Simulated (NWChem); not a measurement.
Atomisation of F3Si

```xyz
4

F      0.7520    -0.2002     1.3032
Si     0.0008     0.3829     0.0000
F      0.7520    -0.2002    -1.3032
F     -1.5053    -0.1953     0.0000
```
Charge 0, spin multiplicity 2.

The numbers come from NWChem runs, not from measurements. Structure: optimised with UB3LYP/def2-SVP, a minimum by its harmonic frequencies.

Basis set: def2-TZVP. The atomisation energy is electronic alone: no zero-point, thermal, spin-orbit or counterpoise terms. No value is extrapolated to the basis-set limit. Free atoms are single determinants with multiplicities F 2, Si 3. Correlated methods freeze the same cores in atoms and molecule, 8 orbitals in all.

B3LYP has NWChem's definition, with VWN1-RPA local correlation. The structure started from a generated list of species. The unpaired electrons of the parent sit in orbitals of symmetry a' (Cs labels of the run); other states weren't searched. No SCF solution was tested for a lower state. Open-shell Hartree-Fock references start from PBE0 orbitals.

Order these methods by the atomisation energy they give, lowest first: MP2, r2SCAN, PBE0, PBE, BP86.

PBE0 (393.6 kcal/mol), r2SCAN (405.8 kcal/mol), BP86 (408.3 kcal/mol), PBE (410.1 kcal/mol), MP2 (416.5 kcal/mol)
